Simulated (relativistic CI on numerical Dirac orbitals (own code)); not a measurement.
## Ir XXVIII: sensitivity of the levels to the model

Base calculation: Dirac-Coulomb-Breit CI, separate exchange-only KLI orbitals for each configuration, QED by a radiative potential, unscaled Slater integrals.

CI space (outside the closed core [Ar] 3d10): 4s2.4p6.4d10.4f4, 4s2.4p6.4d10.4f3.5s, 4s2.4p6.4d9.4f5, 4s2.4p6.4d10.4f2.5s2, 4s2.4p6.4d10.4f3.5p, 4s2.4p6.4d10.4f2.5s.5p, 4s2.4p5.4d10.4f5, 4s2.4p6.4d10.4f3.5d, 4s2.4p6.4d10.4f2.5p2, 4s2.4p6.4d10.4f2.5s.5d, 4s2.4p6.4d9.4f4.5s, 4s2.4p6.4d10.4f2.5p.5d, 4s2.4p6.4d9.4f3.5s2, 4s.4p6.4d10.4f5, 4s2.4p6.4d10.4f3.5f, 4s2.4p6.4d10.4f3.6s, 4s2.4p6.4d10.4f2.5d2, 4s2.4p6.4d10.4f3.5g, 4s2.4p6.4d10.4f3.6d. Levels of other configurations are missing.

Variants: (1) valence Slater integrals scaled by 0.9; (2) Breit term removed; (3) only the first 3 configurations. Shifts of the energy above 4s2.4p6.4d10.4f4 5I_4, in cm⁻¹, for the lowest level and the first level of each name with at least 55 % of one term (blank where a level changes its place among those of its configuration and J or its character, or is not in the variant):

```
                 Level      Base     Δ(1)     Δ(2)     Δ(3)
 4s2.4p6.4d10.4f4 5I_4       0.0      0.0      0.0      0.0
 4s2.4p6.4d10.4f4 5I_5   19605.4   +696.2  +1506.8   -146.3
 4s2.4p6.4d10.4f4 5I_6   35315.8   +408.8  +2762.4   -134.3
 4s2.4p6.4d10.4f4 5I_7   46990.9   -634.9  +3549.4    -14.3
 4s2.4p6.4d10.4f4 5F_1   50340.5  -2553.3   +486.9  +1158.3
 4s2.4p6.4d10.4f4 5F_3   58737.8  -3185.2  +1131.0  +1193.8
 4s2.4p6.4d10.4f4 5G_2   62630.4  -3858.7   +729.6  +1862.9
 4s2.4p6.4d10.4f4 3K_6   69695.1  -2679.0  +2789.4   +375.5
 4s2.4p6.4d10.4f4 5F_4   78568.0  -2867.5  +2295.2  +1330.9
 4s2.4p6.4d10.4f4 5G_4   90783.2  -3845.5  +2262.6  +1708.6
 4s2.4p6.4d10.4f4 5D_0   98811.6  -8985.3   -596.5         
 4s2.4p6.4d10.4f4 3P_1   99513.2  -4448.3  +2002.4  +1713.0
 4s2.4p6.4d10.4f4 3L_8  104327.3  -4936.6  +4769.4   +171.9
 4s2.4p6.4d10.4f4 3M_9  105622.4  -5298.0  +5201.5    -16.4
 4s2.4p6.4d10.4f4 3P_0  108839.8  -5168.9  +2226.4         
 4s2.4p6.4d10.4f4 5D_1  112227.1  -7842.6   +444.5  +3129.3
 4s2.4p6.4d10.4f4 3I_7  122007.7  -6591.7  +4302.0  +1663.5
 4s2.4p6.4d10.4f4 5D_2  123504.7  -7225.5  +1567.9  +3242.2
4s2.4p6.4d10.4f4 3M_10  126754.2  -6541.4  +6499.9    +49.3
 4s2.4p6.4d10.4f4 3F_3  136047.2  -6332.4  +3081.0  +2784.7
 4s2.4p6.4d10.4f4 3L_9  136649.1  -5032.6  +6569.1    +25.1
 4s2.4p6.4d10.4f4 3H_5  143591.0  -8525.1  +3251.1  +1995.9
```

At this charge energies of transitions that change n are usually good to better than 1 %, and those within a shell (Δn = 0) to a few per cent. Terms inside the open d or f shell come out 10 to 20 % too wide with unscaled integrals.

Ionisation energy from the two ground configurations alone: base 901.99 eV; valence Slater integrals scaled by 0.9 901.667 eV. The NIST ASD value (theoretical) is 920 eV.

LS names give the leading component of a level, which can be under half, so a name can repeat, a term be missing and a line seem to break the LS rules.
